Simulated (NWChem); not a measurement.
## Setting up InNH6 (In(NH3)H3) in NWChem

InNH6: 8 atoms, total charge 0, spin state singlet. As SMILES, `[H][In]([H])([H])<-[NH3]`. The shape comes from GFN2-xTB, which is rough for such elements, and wasn't checked as a minimum.

```xyz
8

In   -0.0024    0.0048   -1.2406
N     0.0010   -0.0024    1.1240
H    -0.9483    0.0324    1.4884
H     0.5100    0.7996    1.4885
H     0.4453   -0.8467    1.4786
H     1.6734   -0.0176   -1.4459
H    -0.8201    1.4664   -1.4474
H    -0.8589   -1.4364   -1.4456
```

Settings wanted:

* task: gradient
* method: MP2
* basis set: 3-21G
* reference: RHF
* frozen core orbitals: 19
* SCF convergence threshold: 1e-08
* iteration cap: 80
* symmetry: none
* module: mp2
* d and f functions: spherical

Task: Give an NWChem 7.3.0 job that does this.

Result: One that was run (others would do as well):

m1.nw:
```
start m1
memory total 2200 mb
charge 0

geometry noautosym nocenter noautoz
   In    -0.002430     0.004770    -1.240570
   N      0.001030    -0.002420     1.124050
   H     -0.948260     0.032420     1.488370
   H      0.509990     0.799560     1.488490
   H      0.445320    -0.846710     1.478600
   H      1.673370    -0.017650    -1.445880
   H     -0.820140     1.466400    -1.447400
   H     -0.858890    -1.436370    -1.445640
end

basis spherical bse
   * library 3-21G
end

scf
   thresh 1e-08
   maxiter 80
   print low
end

mp2
   freeze core 19
   tight
end

task mp2 gradient
```

```bash
$ nwchem m1.nw > m1.out
```

Calculated total energy: -5772.49628 Eh, largest force 1.522 eV/Å. The run is non-relativistic. The shape is far from stationary at this level.
